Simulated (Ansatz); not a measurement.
One change: `N[Si](N)(O)F` becomes `N[Si](O)(F)F`.

Ansatz, PBE0-D4/def2-TZVP geometries, multiplicity 1. Each molecule was computed in one conformer, which needn't be the lowest.

```json
{"property": "size of the dipole moment (PBE/def2-TZVPP) / D", "`N[Si](N)(O)F`": "1.10"}
{"property": "HOMO energy (PBE/def2-TZVPP) / eV", "`N[Si](N)(O)F`": "-6.13"}
{"property": "HOMO–LUMO gap (B3LYP/def2-TZVPP) / eV", "`N[Si](N)(O)F`": "7.77"}
{"property": "HOMO–LUMO gap (PBE/def2-TZVPP) / eV", "`N[Si](N)(O)F`": "6.03"}
{"property": "LUMO energy (PBE0/def2-TZVPP) / eV", "`N[Si](N)(O)F`": "0.74"}
{"property": "size of the dipole moment (ωB97M-V/def2-TZVPP) / D", "`N[Si](N)(O)F`": "1.10"}
```

Problem. Give the same properties after the change, and the shifts. (Estimate.)

Solution. Ansatz gave: 
```json
{"property": "size of the dipole moment (PBE/def2-TZVPP) / D", "`N[Si](O)(F)F`": "3.11", "shift": "2.01"}
{"property": "HOMO energy (PBE/def2-TZVPP) / eV", "`N[Si](O)(F)F`": "-6.80", "shift": "-0.67"}
{"property": "HOMO–LUMO gap (B3LYP/def2-TZVPP) / eV", "`N[Si](O)(F)F`": "8.14", "shift": "0.37"}
{"property": "HOMO–LUMO gap (PBE/def2-TZVPP) / eV", "`N[Si](O)(F)F`": "6.36", "shift": "0.33"}
{"property": "LUMO energy (PBE0/def2-TZVPP) / eV", "`N[Si](O)(F)F`": "0.43", "shift": "-0.31"}
{"property": "size of the dipole moment (ωB97M-V/def2-TZVPP) / D", "`N[Si](O)(F)F`": "3.19", "shift": "2.09"}
```

With PBE0 the HOMO falls by 0.70 eV and the LUMO falls by 0.31 eV, so the gap widens by about 0.39 eV. PBE moves the HOMO by -0.67 eV and ωB97M-V by -0.71 eV. The zero-point energy changes by -61.4 kJ/mol with -6 modes. Dipoles are sizes alone; their direction can turn.

B3LYP here is the variant with VWN-RPA as its local correlation; programs differ in this.
